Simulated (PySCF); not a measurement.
# Sc: excitation energy

Sc [Ar] 3d1 4s2 (2D) → Sc [Ar] 3d1 4s1 5s1 (4D), as a difference of total energies. Calculation: PySCF 2.14, in dyall-av2z; no relativity, point nucleus. Correlated levels: valence: [Ar] frozen; virtual orbitals above 40 to 60 times the deepest correlated orbital energy dropped. The calculations carry no spin-orbit coupling.

```json
{"method": "UHF", "excitation energy (eV)": "3.248"}
{"method": "MP2 (valence)", "excitation energy (eV)": "3.864"}
{"method": "SCS-MP2 (valence)", "excitation energy (eV)": "4.039"}
{"method": "CCSD (valence)", "excitation energy (eV)": "4.074"}
{"method": "CCSD(T) (valence)", "excitation energy (eV)": "4.096"}
```

Problem. How much does correlation contribute at CCSD(T) (valence)?

Solution. 4.096 − (3.248) = 0.848 eV, measured against UHF.

The promoted electron is Rydberg-like, and one or two diffuse shells describe it only roughly, which tends to raise the upper state.
